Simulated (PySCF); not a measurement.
Identify the unknown among the candidates.

All candidates are C4H7NOSi.

- UV, first state: lowest singlet excitation: 3.16 eV (393 nm, f = 0.003) [TDDFT B3LYP/def2-SVPD]
- 13C NMR: chemical shifts (computed TMS as zero) by class: 247.0 (1 C), 103.5 (1 C), 89.0 (1 C), -4.5 (1 C) ppm [GIAO PBE0/pcSseg-1]
- Polarisability: 83.1 au [B3LYP/def2-SVPD]
- UV, strongest line: among the 8 lowest singlet transitions: S7 at 6.00 eV (207 nm, f = 0.040) [TDDFT B3LYP/def2-SVPD]
- Triplet: lowest triplet excitation (Tamm–Dancoff): 2.50 eV [TDA B3LYP/def2-SVPD]
- 1H NMR: chemical shifts (computed TMS as zero) by class: 11.99 (1 H), 1.99 (1 H), 0.59 (2 H), 0.39 (3 H) ppm [GIAO PBE0/pcSseg-1]
- Rotational structure: rotational constants A, B, C: 2.379, 1.640, 1.370 GHz [GFN2-xTB]
- NMR, other nuclei: isotropic shieldings of nuclei other than C and H, by class: 256 (1 N), -586 (1 O), 396 (1 Si) ppm [GIAO PBE0/pcSseg-1]
- Dipole: 2.19 D [B3LYP/def2-SVPD]

Electronic properties: PySCF, gas phase, density fitting. Levels stand in brackets. The structure is a single GFN2-xTB conformer in the gas phase; no vibrational or solvent corrections. GFN2-xTB frequencies show an imaginary mode (48i cm⁻¹), so this geometry is no minimum at that level. Each NMR value is the plain mean over a class of atoms that symmetry, rotation or inversion makes alike.

Task: Which candidate is it?
A. `C#C[Si@@](C)(N)C=O`
B. `C[Si@@H]1OC[C@H]1C#N`
C. `[H]/N=C\CO[SiH2]C#C`

Result: A. It is `C#C[Si@@](C)(N)C=O`. Numbering: `[CH:1]#[C:2][Si@@:3]([CH3:4])([NH2:5])[CH:6]=[O:7]`. Its formula, C4H7NOSi, gives 3 degrees of unsaturation: 0 rings and 3 π bonds in the structure found. 4 carbons fall into 4 classes; from least to most shielded: carbonyl carbon [C6] (247.0 ppm), terminal alkyne carbon [C1] (103.5 ppm), alkyne carbon [C2] (89.0 ppm), Si-methyl carbon [C4] (-4.5 ppm). Hydrogen classes from least to most shielded: 1 H on a carbonyl carbon, C6 (11.99 ppm), 1 H on a terminal alkyne carbon, C1 (1.99 ppm), 2 H on a silicon-bound nitrogen, N5 (0.59 ppm), 3 H on an Si-methyl carbon, C4 (0.39 ppm). The other shieldings belong to: 256 ppm, silicon-bound nitrogen [N5]; -586 ppm, carbonyl oxygen [O7]; 396 ppm, four-coordinate silicon [Si3]. S1 is mainly HOMO→LUMO (weight 0.96); the largest Löwdin shares of the orbital it empties are 0.43 on the carbonyl oxygen, 0.20 on the carbonyl carbon, 0.09 on the four-coordinate silicon and 0.09 on the formyl hydrogen, of the orbital it fills 0.38 on the carbonyl carbon, 0.33 on the carbonyl oxygen, 0.09 on the four-coordinate silicon and 0.06 on the formyl hydrogen. The optimised geometry has point group C1 and is an asymmetric top.

The others, at the same levels:
- `[H]/N=C\CO[SiH2]C#C` fails: its computed 13C shifts are 170.4 (1 C), 104.5 (1 C), 87.1 (1 C), 68.8 (1 C) ppm, 1H shifts are 11.92 (1 H), 7.85 (1 H), 5.08 (2 H), 4.26 (2 H), 2.04 (1 H) ppm and rotational constant A is 4.928 GHz (against 2.379 GHz).
- `C[Si@@H]1OC[C@H]1C#N` fails: its computed 13C shifts are 123.6 (1 C), 73.3 (1 C), 20.7 (1 C), 3.7 (1 C) ppm, 1H shifts are 5.92 (1 H), 4.95 (1 H), 4.95 (1 H), 2.84 (1 H), 0.56 (3 H) ppm and rotational constant A is 3.967 GHz (against 2.379 GHz).

Each candidate is one conformer, not necessarily the lowest. The conformers computed, where there is a choice (atom-mapped SMILES and torsion angles):
- `[CH:1]#[C:2][Si@@:3]([CH3:4])([NH2:5])[CH:6]=[O:7]`: C2–Si3–C6–O7 -119°, H–N5–Si3–C2 71°, H–N5–Si3–C2 -146°
- `[H]/[N:7]=[CH:6]\[CH2:5][O:4][SiH2:3][C:2]#[CH:1]`: C2–Si3–O4–C5 57°, Si3–O4–C5–C6 -179°, O4–C5–C6–N7 2°
